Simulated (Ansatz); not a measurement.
## Which method gave which barrier?

Saddle point of Si2H5F3, closed shell (SiHF₃ ([F][SiH]([F])[F]) + SiH₄ → Si₂H₄F₂ ([F][SiH]([F])[SiH3]) + HF; bonds formed: Si1–Si7, F2–H6; bonds broken: Si1–F2, H6–Si7), PBE0-D4/def2-TZVP structure:

Si1  (-0.259, -1.179, -0.038)
F2  (1.575, -1.056, -0.594)
F3  (-1.743, -0.717, 0.405)
F4  (0.190, -1.992, 1.243)
H5  (-0.552, -1.932, -1.260)
H6  (1.052, -0.035, -0.348)
Si7  (-0.009, 1.391, 0.102)
H8  (-0.417, 1.561, 1.513)
H9  (1.230, 2.172, -0.168)
H10  (-1.066, 1.786, -0.856)
(Å)

Program: Ansatz 0.2.0. Basis: def2-TZVPP, with def2-QZVPP for the basis limit. Cores are frozen in the correlated methods. Extrapolation: Hartree–Fock as exp(−7.88 √X), correlation as X^−2.97. Four methods, as single points on the PBE0-D4 structures, gave these electronic barriers from the start structure: 51.37, 66.84, 76.64, 99.46 kcal/mol.

**Question.** The methods were, in alphabetical order, CCSD(T), HF, PBE0-D4, SPW92. Which gave which? (A judgement: the text doesn't fix the answer.)

**Answer.** The calculation gives: SPW92 51.37; PBE0-D4 66.84; CCSD(T) 76.64; HF 99.46 kcal/mol. For comparison, CCSD(T) at an estimated basis limit (MP2 extrapolated from triple and quadruple zeta, plus CCSD(T) − MP2 in triple zeta) gives 75.41 kcal/mol.

No T1 diagnostic of these runs exceeds 0.014.

Labels in which every atom is bracketed show which atoms are joined, not bond orders.

For scale, one of the runs: CCSD(T)/def2-TZVPP, 247 basis functions, launched by `ansatz run in.yaml --threads 8 --pin off --events-out ev --progress --plain --max-ram 19148MiB`. The run took 45 s on 8 CPU threads of an Intel Xeon Platinum 8259CL (shared host), with 5.2 GiB of host memory at its peak.
